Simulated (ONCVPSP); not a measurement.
**Which change was made? (Te, ONCV)**

```
Element                 : Te
Generator               : ONCVPSP 4.0.1
Type                    : optimised norm-conserving Vanderbilt (ONCV)
Functional              : BLYP
Relativity              : fully relativistic
Frozen core             : [Kr] 4d10
Valence charge          : 6
Reference configuration : 5s2 5p4
Partial waves           : 5s: rc 1.90 bohr, ncon 3, nbas 8, qcut 2.7 1/bohr, 2 projectors, debl 2 Ha; 5p: rc 1.90 bohr, ncon 3, nbas 7, qcut 4.3 1/bohr, local
Local potential         : the p channel
Core correction         : Teter function, fcfact 1.75, rcfact 1.45
```

Open shells are filled in proportion to 2j + 1.

Cutoffs, loose and tight: the cutoffs (Ha) at which the residual kinetic energy of the hardest occupied pseudo-wave falls to 1 and 0.1 mHa per electron. They do not see the model core or the augmentation charge, which bear on the density cutoff. Test errors are all-electron minus pseudo excitation energies from the reference, over the configurations 5s2 5p3; 5s2 5p2; 5s2 5p1; 5s0 5p6; variants that change the core or the reference have their own tests.

The base gives: outcome: generated, misses its reference levels by 0.55 eV; cutoff, loose: 47 Ha; cutoff, tight: 76 Ha; bound ghosts: none; GHOST(+) flags above zero: none; largest test error (meV): -85.

Question: After one change the result is: outcome: generated, misses its reference levels by 0.55 eV; cutoff, loose: 30 Ha; cutoff, tight: 66 Ha; bound ghosts: none; GHOST(+) flags above zero: none; largest test error (meV): -67. Which change was it?
A. core correction Teter function, fcfact 5, rcfact 1.45
B. p: nproj 1; local potential polynomial inside 1.80 bohr (lpopt 5, dvloc0 2 Ha)
C. p: rc 2.62
D. s: qcut 3.1

Answer: D. The others give: p: rc 2.62 → outcome: failed: test_data: rc < rc(lloc) for l = 0. Not allowed. | core correction Teter function, fcfact 5, rcfact 1.45 → outcome: generated, misses its reference levels by 0.55 eV; cutoff, loose: 47 Ha; cutoff, tight: 76 Ha; bound ghosts: none; GHOST(+) flags above zero: none; largest test error (meV): -147 | p: nproj 1; local potential polynomial inside 1.80 bohr (lpopt 5, dvloc0 2 Ha) → outcome: generated; cutoff, loose: 47 Ha; cutoff, tight: 76 Ha; bound ghosts: none; GHOST(+) flags above zero: s; largest test error (meV): -47.
